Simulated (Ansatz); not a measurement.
Reaction (redistribution): `C=C(F)[SiH2][SeH]` + `O=C(O)O[SiH3]` → `O=C(O)[SiH2][SeH]` + `C=C(F)O[SiH3]`

Program: Ansatz. Geometries: PBE0-D4/def2-TZVP. ΔE: electronic, gas phase. CCSD(T)/CBS adds triple-zeta CCSD(T) − MP2 to the extrapolated MP2 energy (def2 sets, frozen cores). Functionals use def2-TZVPP. For Se outer-core shells are correlated without core-valence functions, which leaves a few kJ/mol of doubt a bond. Scalar relativity is left out up to krypton. Each species was taken in one conformer, which may not be the lowest.

| species | B2PLYP energy (Eh) |
| --- | --- |
| `C=C(F)[SiH2][SeH]` | -2869.56519 |
| `O=C(O)O[SiH3]` | -555.56782 |
| `O=C(O)[SiH2][SeH]` | -2881.50601 |
| `C=C(F)O[SiH3]` | -543.60907 |

(1) Work out ΔE.

Largest T1 diagnostic among the species: 0.014.

Results:

(1) ΔE = (-2881.50601) + (-543.60907) − (-2869.56519) − (-555.56782) = 0.01793 Eh = +47.1 kJ/mol. CCSD(T)/CBS gives +51.5 kJ/mol.

From PBE to PBE0 (25 % exact exchange), in def2-TZVPP and without D4, ΔE moves by +7.4 kJ/mol. In def2-TZVPP, CCSD(T) changes the Hartree–Fock value by −9.5 kJ/mol (the triples alone add −1.6 kJ/mol) and MP2 by −9.2 kJ/mol.
